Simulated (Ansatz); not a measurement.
Cl$_{2}$GeHO (`[OH][Ge]([Cl])[Cl]`) radical at its PBE0-D4/def2-TZVP geometry, where that method's forces vanish. Total charge 0; spin multiplicity 2.

```tsv
atom	x (Å)	y (Å)	z (Å)
O1	0.749	-0.713	0.810
Ge2	-0.562	0.328	0.237
Cl3	-1.095	-0.303	-1.766
Cl4	0.264	2.310	0.207
H5	0.644	-1.623	0.512
```

**Question.** For each bond, give half the difference of the two atoms' forces along it (eV/Å; positive pushes the atoms apart) under PBE-D4, r2SCAN-D4, B3LYP-D4, ωB97M-V in def2-TZVPP. (An estimate is asked.)

**Answer.** Computed: 
| bond | length (Å) | PBE-D4 | r2SCAN-D4 | B3LYP-D4 | ωB97M-V |
| --- | --- | --- | --- | --- | --- |
| O1–Ge2 | 1.769 | 0.52 | 0.10 | 0.28 | 0.04 |
| O1–H5 | 0.963 | 0.35 | 0.04 | -0.05 | -0.06 |
| Ge2–Cl3 | 2.167 | 0.24 | 0.04 | 0.27 | 0.00 |
| Ge2–Cl4 | 2.147 | 0.29 | 0.05 | 0.27 | 0.01 |

B3LYP here is the variant with VWN-RPA as its local correlation; programs differ in this.
